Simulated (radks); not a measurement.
The numbers below are computed, except where a source is named.
Problem. The tin ion Sn4+, [Kr] 4d10. Code: a radial shooting solver on a logarithmic mesh with Libxc functionals. Model: non-relativistic Kohn-Sham, PBE, spin-polarised, spherical densities, point nucleus. Every spin shell is full or empty, so the densities are truly spherical. Functionals are evaluated on that one density, not self-consistently. Rank these orbital-free kinetic functionals by their error against the exact value of the orbitals, and give that value: Thomas-Fermi, von Weizsacker, TF + vW, TF + vW/9, TF + vW/5, LC94, APBEK, revAPBEK, Perdew 92, Thakkar, Pearson, LKT, PG1, Ernzerhof.

Solution. Exact: 6019.26 hartree. From best to worst, with 100 (|E| - |E exact|)/|E exact| (equal figures are ties): LC94 +0.08, APBEK +0.13, revAPBEK +0.31, Ernzerhof -0.39, Thakkar -0.56, Perdew 92 -0.66, TF + vW/9 -0.67, Pearson -0.91, TF + vW/5 +3.03, Thomas-Fermi -5.29, PG1 +15.11, LKT +19.22, TF + vW +36.30, von Weizsacker -58.41.
